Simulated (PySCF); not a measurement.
# 29Si chemical shifts

Theoretical values (PySCF 2.14): GIAO PBE0/pcSseg-1 shieldings, GFN2-xTB geometry. Rapidly exchanging positions averaged, relativity neglected, one computed conformer, no solvent.

Shieldings were converted by a linear fit to measured shifts: 29Si (scatter 8.9 ppm rms, 25.8 ppm with the 6 outliers that the fit left out vs TMS, solution or neat liquid). Occasional misses reach two or three times the rms, and more in compound classes unlike the fitted ones.

(1) Give the 29Si shifts of `C=C(C#CC)C#C[SiH2]C`, `O=C1C[C@H](Cl)[SiH2][SiH2]1`, `C=C[Si]1([SiH2]SC)CC1`, `[SiH3]CS[SiH]1CC=CC1`, `Cc1cnncc1[SiH3]`.

(2) Order these by 29Si shift, lowest first.
A. CC#CC#C/C=C\C[SiH3]
B. O=C1CC([SiH2]F)=CCO1
C. C#C[Si@H]1CC=CC(=C)C1

Answers

(1) 
```
                                                  compound                                              environment  δ (ppm)
                                       C=C(C#CC)C#C[SiH2]C                               silicon bonded to 2 C, 2 H    -63.9
       [O:1]=[C:2]1[CH2:3][C@H:4]([Cl:5])[SiH2:6][SiH2:7]1  Si6: silicon bonded to C, Si, 2 H, in a 5-membered ring    -56.0
       [O:1]=[C:2]1[CH2:3][C@H:4]([Cl:5])[SiH2:6][SiH2:7]1  Si7: silicon bonded to C, Si, 2 H, in a 5-membered ring    -85.9
[CH2:1]=[CH:2][Si:3]1([SiH2:4][S:5][CH3:6])[CH2:7][CH2:8]1                        Si4: silicon bonded to S, Si, 2 H    -42.2
[CH2:1]=[CH:2][Si:3]1([SiH2:4][S:5][CH3:6])[CH2:7][CH2:8]1     Si3: silicon bonded to 3 C, Si, in a 3-membered ring   -135.4
  [SiH3:1][CH2:2][S:3][SiH:4]1[CH2:5][CH:6]=[CH:7][CH2:8]1   Si4: silicon bonded to 2 C, S, H, in a 5-membered ring      9.4
  [SiH3:1][CH2:2][S:3][SiH:4]1[CH2:5][CH:6]=[CH:7][CH2:8]1                            Si1: silicon bonded to C, 3 H    -61.8
                                           Cc1cnncc1[SiH3]                                 silicon bonded to C, 3 H    -70.8
```

(2) A (-68.0 ppm, silicon bonded to C, 3 H), C (-47.2 ppm, silicon bonded to 3 C, H, in a 6-membered ring), B (-11.6 ppm, silicon bonded to C, F, 2 H).
